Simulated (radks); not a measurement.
Coulomb parameter of the 4d shell of the silver ion Ag3+ in the model configuration [Kr] 4d7 5p1, as a second difference U = [E(n + 1) + E(n - 1) - 2 E(n)] / (1)^2 with all orbitals relaxed. "Bare": the charge of the atom changes with n. "Screened": the 5p shell takes up the change at fixed total charge, which measures U(4d,4d) + U(5p,5p) - 2 U(4d,5p). Method: scalar-relativistic Kohn-Sham, PBEsol, spin-unpolarised, spherical densities, finite nucleus; Fermi nuclear charge, rms radius 4.5454 fm; computed with a radial shooting solver on a logarithmic mesh with Libxc functionals.

case	configuration	E - E(n) (eV)
start	[Kr] 4d7 5p1	0.000
bare +1	[Kr] 4d8 5p1	-41.703
bare -1	[Kr] 4d6 5p1	57.458
screened +1	[Kr] 4d8	-21.800
screened -1	[Kr] 4d6 5p2	25.167

U(bare) = 15.755 eV, U(screened by 5p) = 3.367 eV, against the Slater integral F0(4d,4d) = 20.302 eV with frozen orbitals.
